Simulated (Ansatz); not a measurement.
(HMg-mu-Cl)2 (Mg2H2Cl2), relaxed as a singlet with RKS PBE0-D4/def2-SVP in Ansatz, starting from the GFN2-xTB geometry. Force threshold 0.02 eV/Å.

Start:

```xyz
6

Mg   -1.425   -0.231    0.641
H    -2.826   -0.483    1.288
Cl   -0.494   -0.728   -1.359
Mg    1.420    0.243   -0.648
H     2.842    0.442   -1.267
Cl    0.483    0.757    1.345
```

Estimate the energy that the relaxation releases and the steps that it takes.

11.5 kcal/mol, in 5 steps; 5.5 s on 2 threads of Intel Xeon 6975P-C on a shared host. No frequencies were taken in this run, so the end may be a saddle point.

Does the start keep its bonding and symmetry?

By distances, no bond broke or formed. The bond that changes most is Mg1–Cl6, from 2.26 to 2.40 Å (atoms count from 1).

Predict the relaxed structure.


```xyz
6

Mg   -1.522   -0.249    0.686
H    -3.041   -0.502    1.374
Cl   -0.517   -0.781   -1.430
Mg    1.522    0.250   -0.687
H     3.044    0.495   -1.371
Cl    0.515    0.788    1.427
```
Bond lengths (bridged metal pairs left out): 4 × Cl–Mg 2.40 Å; 2 × H–Mg 1.69 Å.
